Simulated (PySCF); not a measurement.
Two-component Hartree-Fock for Mo(3+) (molybdenum, charge +3)

Start: [Kr] 4d3; 4d5/2 filled at m_j = +1/2, +3/2, +5/2. Calculated with PySCF 2.14 in x2c-SVPall-2c with one added diffuse shell each of s, p, d type (7s9p7d1f, 76 functions): generalised Hartree-Fock with the X2C-1e Hamiltonian and a Gaussian nucleus; one run each with spin-orbit coupling (SO) switched off, then screened by Boettger's factors. This is a chosen level, not necessarily the ground level.

```
spinor shell  electrons  ε, spin-free (eV)  ε, screened SO (eV)  weight of nominal j (screened SO)  rms radius, screened SO (bohr)
       1s1/2          2           -20137.5             -20136.6                              1.000                          0.0404
       2s1/2          2            -2947.4              -2947.2                              1.000                           0.166
       2p1/2          2            -2632.8              -2706.4                              1.000                           0.145
       2p3/2          4            -2632.8              -2598.3                              1.000                           0.149
       3s1/2          2            -561.62              -561.60                              1.000                           0.456
       3p1/2          2            -455.49              -468.11                              1.000                           0.455
       3p3/2          4            -455.49              -449.59                              1.000                           0.465
       3d3/2          4            -282.64              -284.62                              0.978                           0.452
       3d5/2          6            -282.64              -281.32                              0.985                           0.455
       4s1/2          2            -111.56              -111.58                              1.000                            1.18
       4p1/2          2            -79.751              -82.523                              0.750                            1.29
       4d5/2          3            -40.274              -40.228                              0.753                            1.73
```

Task: Where does 4p3/2 lie, and what is the 4p spin-orbit splitting (screened SO)?

Result: At -78.457 eV, 4.066 eV above 4p1/2.

| quantity | spin-free | screened SO |
| --- | --- | --- |
| E (hartree) | -4043.85944 | -4044.31012 |
| M_J | 9/2 | 9/2 |
| ⟨J²⟩ | 24.757 | 24.756 |
| ⟨L²⟩ | 12.006 | 12.108 |
| ⟨S²⟩ | 3.751 | 3.724 |

Each row is a mean over spinors that exchange with the open shell spreads, by up to 7.912 eV (4p3/2).

Rows whose weight is well below 1 are mixtures of j = l ± 1/2: exchange outweighs spin-orbit coupling there, and the label is only the starting occupation.

Breit and QED terms are absent; they matter most for the inner s and p1/2 levels.

Densities and radii are taken from the X2C orbitals without a picture-change correction, which distorts them close to the nucleus.

Without spin-orbit coupling the j labels of p, d and f shells carry no meaning; the spin-free column gives the mean over the occupied spinors of each nl shell.
